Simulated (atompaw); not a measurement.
Before and after: PAW (atompaw) potential for cerium

```json
{
 "Element": "cerium (Ce)",
 "Generator": "atompaw 4.2.0.5",
 "Type": "PAW",
 "Functional": "PBE",
 "Relativity": "scalar-relativistic",
 "Frozen core": "[Kr] 4d10",
 "Valence charge": "12",
 "Reference configuration": "4f1 5s2 5p6 5d1 6s1.5 6p0 (charge +0.5)",
 "Partial waves": "5s (bound): rc 2.10 bohr; 6s (bound): rc 2.75 bohr; 5p (bound): rc 2.35 bohr; 6p (bound, empty): rc 2.50 bohr; 5d (bound): rc 2.75 bohr; 5d channel at 0.5 Ry: rc 2.75 bohr; 4f (bound): rc 0.95 bohr; 4f channel at 3.35 Ry: rc 0.95 bohr",
 "Local potential": "ultrasoft scheme with l = 4 at -0.5 Ry, radius 2.25 bohr",
 "Core correction": "smooth core density matched at 1.50 bohr",
 "Augmentation charge": "sinc compensation charge, radius 2.00 bohr; PAW radius 2.75 bohr; waves and projectors: custom rrkj vanderbiltortho"
}
```

Change: augmentation sinc compensation charge, radius 2.00 bohr; PAW radius 2.75 bohr; waves and projectors: custom polynom vanderbiltortho.

Cutoffs: the cutoffs (Ry, on a coarse ladder) from which the occupation-weighted sum of valence levels, in a spherical-Bessel basis at the reference potential, stays within 10 and 1 mRy of its value at 400 Ry; they do not see the model core or the augmentation charge, which bear on the density cutoff.

Question: What does the change do?

Answer: The potential gets softer (140 Ry and 230 Ry → 120 Ry and 230 Ry); the range in which the d phases agree widens (upper end 3.0 → at the end of the scan); neither file shows a bound ghost.

```tsv
quantity	base	changed
cutoff, loose	140 Ry	120 Ry
cutoff, tight	230 Ry	230 Ry
loose cutoff by channel (10 mRy a level)	s 10 Ry, p 10 Ry, d 10 Ry, f 140 Ry	s 8 Ry, p 10 Ry, d 8 Ry, f 120 Ry
bound ghosts	none	none
s: phases at 2.76 bohr within 0.05 rad from the reference energy up to (Ry; the scan ends near 5)	2.7	2.2
p: phases at 2.76 bohr within 0.05 rad from the reference energy up to (Ry; the scan ends near 5)	to the end of the scan	to the end of the scan
d: phases at 2.76 bohr within 0.05 rad from the reference energy up to (Ry; the scan ends near 5)	3.0	to the end of the scan
f: phases at 2.76 bohr within 0.05 rad from the reference energy up to (Ry; the scan ends near 5)	to the end of the scan	to the end of the scan
lowest overlap eigenvalue by channel	s 0.11, p 0.07, d 0.92, f 0.99	s 0.60, p 0.88, d 0.94, f 1.00
```

 The cutoffs see the waves, projectors and local potential, not the compensation charge or the core.
